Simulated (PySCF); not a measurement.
# Spin-state energies of [FeF5]3-

[FeF5]3-: Fe(II) (d6), charge -3. The structure is a PBE0-D3(BJ)/def2-TZVP, IEF-PCM water geometry optimised for multiplicity 5; coordination trigonal bipyramidal, point group C2v, metal–donor distances 1.98–2.13 Å.

```
6

Fe    0.000    0.000    0.000
F    -0.022    0.038    2.127
F    -0.022    0.038   -2.127
F    -0.762   -1.885    0.000
F     2.013   -0.282    0.000
F    -0.988    1.712    0.000
```

Method (PySCF 2.14, density fitting): CASSCF(6,5) with orbitals averaged over all microstates of the shell, strongly contracted NEVPT2 on the averaged canonical orbitals; basis x2c-TZVPall on the metal, x2c-SVPall elsewhere; spin-free X2C; IEF-PCM water; spin-orbit coupling by state interaction with the mean-field operator over all roots.

The unrestricted Kohn–Sham energies use the same basis, Hamiltonian, solvent and geometry. All energies are vertical, in cm⁻¹ above the lowest state with 2S+1 = 5; a negative value means that the lower spin is more stable. A dash marks a spin without a sound unrestricted solution.

| method | 2S+1 = 3 | 2S+1 = 1 |
| --- | --- | --- |
| CASSCF | 17836 | 27340 |
| NEVPT2 | 14645 | 23762 |
| BP86 | 8636 | – |
| TPSSh | 10521 | – |
| B3LYP | 10698 | – |
| PBE0 | 13101 | – |

**Question.** How does exact exchange act on the 2S+1 = 3 state?

**Answer.** From BP86 (0 % exact exchange) to PBE0 (25 %) it moves by +4465 cm⁻¹ against the high-spin state, so more exact exchange favours high spin, the usual trend.

The functionals differ in more than their exact exchange.

The active space of the d orbitals alone lacks metal–ligand bonding pairs, which usually tilts NEVPT2 towards high spin.

No frequencies were computed for the optimised geometry.
